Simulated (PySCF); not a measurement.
# How methods differ on the interval between two levels of Nb

Nb [Kr] 4d4 5s1 [6D9/2, M_J = 9/2] → Nb [Kr] 4d5 [6S5/2, M_J = 5/2], as a difference of total energies. Calculation: PySCF 2.14, in x2c-TZVPall-2c with one added diffuse shell each of s, p, d type (9s10p8d1f, 86 functions); the two-component X2C-1e Hamiltonian. Correlated levels: [Ar] 3d10 frozen; the 6 highest virtual spinors dropped. "Screened" scales the spin-orbit matrix elements by Boettger's factors to mimic the two-electron term; Breit and QED terms are absent.

```json
{"method": "GHF (spin-free)", "interval between two levels (cm⁻¹)": "12951"}
{"method": "GMP2 (spin-free)", "interval between two levels (cm⁻¹)": "11628"}
{"method": "GHF (screened spin-orbit)", "interval between two levels (cm⁻¹)": "12545"}
{"method": "GMP2 (screened spin-orbit)", "interval between two levels (cm⁻¹)": "11179"}
```

The labels give the starting determinants; with spin-orbit coupling the two ends relaxed to ⟨J²⟩ = 24.76, ⟨L²⟩ = 6.03, ⟨S²⟩ = 8.75 and ⟨J²⟩ = 8.76, ⟨L²⟩ = 0.01, ⟨S²⟩ = 8.76.
